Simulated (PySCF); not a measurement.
Cl$_{2}$Hg, triplet, at a GFN2-xTB geometry (such geometries of metal compounds can be far from the true shape) (a higher spin typed on purpose: for a closed-shell molecule this is an excited state) (core potentials on Hg). Base run: PBE0/def2-SVP run with PySCF.

Here is a job for PySCF.
```python
from pyscf import gto, scf, dft

mol = gto.M(
    atom='''
Hg   -0.522623    0.061859   -0.510251
Cl    2.162806    0.084353    0.272731
Cl    0.296596   -0.375452    2.128448
''',
    basis='def2-svp',
    ecp={'Hg': 'def2-svp'},
    charge=0,
    spin=2,
    verbose=4,
)

mf = dft.UKS(mol)
mf.xc = 'pbe0'
mf.kernel()
```

The base run was repeated with changes; each row names its change, and settings that it needs were set with it.

```csv
change,E (Eh),HOMO (eV),dipole (D),<S^2>,core-seconds (rough)
base,-1073.24517,-7.76,3.85,2.006,5
functional = pw6b95,-1074.33104,-7.77,3.76,2.006,7
functional = b3lyp; dispersion = d3bjm,-1073.64885,-7.50,3.41,2.005,7
functional = bp86,-1073.78878,-6.65,2.94,2.002,7
functional = b3lyp; dispersion = d4,-1073.64381,-7.50,3.41,2.005,5
functional = hf,-1071.19461,-10.03,5.16,2.028,2
functional = pbe,-1073.21733,-6.54,2.98,2.002,6
functional = tpssh,-1073.53842,-7.16,3.66,2.004,10
functional = m062x,-1073.41407,-8.90,4.55,2.010,8
functional = wb97m_v,-1073.34061,-8.12,2.40,2.005,80
functional = tpss,-1073.56085,-6.68,3.35,2.003,9
functional = blyp,-1073.53435,-6.33,2.70,2.002,6
functional = hse06,-1073.28130,-7.36,3.77,2.006,20
```

Absolute energies of different levels of theory aren't comparable as measures of quality.

Open shells are given as the SCF converged; they aren't shown to be the lowest states, and a large step between rows can be another state.
